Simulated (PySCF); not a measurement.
BH3O3, SMILES OB(O)O, point group Cs.

Force field and properties: B3LYP/pcSseg-1 (PySCF, grid level 2). Vibrational terms come from second-order perturbation theory with semi-diagonal cubic constants, by steps of ±0.6 along the normal coordinates of each isotopologue. The parent has the commonest isotopes.

Equilibrium geometry (Å):

| atom | x | y | z |
| --- | --- | --- | --- |
| O1 | 1.3793 | 0.1328 | -0.6227 |
| B2 | 0.0390 | 0.2321 | -0.3701 |
| O3 | -0.4775 | 1.4886 | -0.3012 |
| O4 | -0.8136 | -0.8338 | -0.1829 |
| H5 | 1.7301 | -0.7631 | -0.6686 |
| H6 | -1.4261 | 1.4742 | -0.1200 |
| H7 | -0.4177 | -1.7112 | -0.2377 |

Task: How much do zero-point and thermal motion change the parent's shieldings?

Result: 
```
atom  σe (ppm)  anharmonic part, 0 K  harmonic part, 0 K  Δσ at 0 K  Δσ at 298.15 K  Δσ at 300 K
  O1    249.42                  4.65              -15.00     -10.35          -10.65       -10.65
  B2     78.69                 -0.07               -0.52      -0.59           -0.83        -0.83
  O3    251.88                  1.88              -12.46     -10.58          -12.10       -12.12
  O4    247.07                  4.39              -14.83     -10.44          -10.90       -10.91
  H5     29.28                  0.36               -0.76      -0.41           -0.43        -0.43
  H6     28.53                  0.20               -0.62      -0.42           -0.47        -0.47
  H7     29.18                  0.35               -0.76      -0.41           -0.43        -0.43
```

Task: And the bond lengths, in the parent and with ¹⁰B at 2?

Result: 
```
 bond  re (Å)  ⟨r⟩ at 0 K  between mean positions  ⟨r⟩, labelled
O1–B2  1.3675      1.3752                  1.3730         1.3754
B2–O3  1.3603      1.3674                  1.3652         1.3676
B2–O4  1.3777      1.3856                  1.3835         1.3858
O1–H5  0.9633      0.9826                  0.9478         0.9826
O3–H6  0.9659      0.9852                  0.9573         0.9852
O4–H7  0.9641      0.9835                  0.9494         0.9835
```

Task: What are the dipole moments?

Result: 3.205 D at equilibrium; averaged at 0 K: parent 3.068 D; ¹⁰B at 2 3.068 D; ²H at 5 3.086 D; ¹⁰B at 2, ²H at 6 3.078 D; ²H at 6 3.079 D; ¹⁸O at 3 3.068 D; ¹⁰B at 2, ¹⁸O at 3 3.068 D.

Internal rotors are held in one well.

The study (259 SCF points, 83 basis functions) took 13 min on 1 thread of Arm Neoverse V2 (shared host) (rough), peak memory 0.44 GiB, launched as `OMP_NUM_THREADS=1 python ens_run.py task.json out`.
